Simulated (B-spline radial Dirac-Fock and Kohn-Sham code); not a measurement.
Z = 79 (gold), transition energy 75.2 keV. These are calculated numbers from a radial B-spline solver; the model is a Dirac-Hartree-Slater potential of the neutral atom with a Latter tail (no hole, which puts coefficients of high multipoles low close above an edge), finite nucleus with surface currents. The K shell is not open to conversion at this energy. Subshells that would emit electrons below 1 keV are left out.

**Question.** A pure transition shows α(L) = 9460, L1/L2 = 0.0285 and L1/L3 = 0.0364. What is its multipolarity?
A. E1
B. E2
C. M4
D. M3
E. M2
F. E3
G. E4
H. M1

**Answer.** G. For comparison, α(L), L1/L2, L1/L3 are E1 0.139, 2.16, 1.96; E2 13.4, 0.0288, 0.0316; E3 482, 0.0259, 0.0317; M1 2.33, 9.72, 101; M2 54.5, 9.46, 3.32; M3 1360, 7.36, 0.510; M4 28200, 5.87, 0.200.
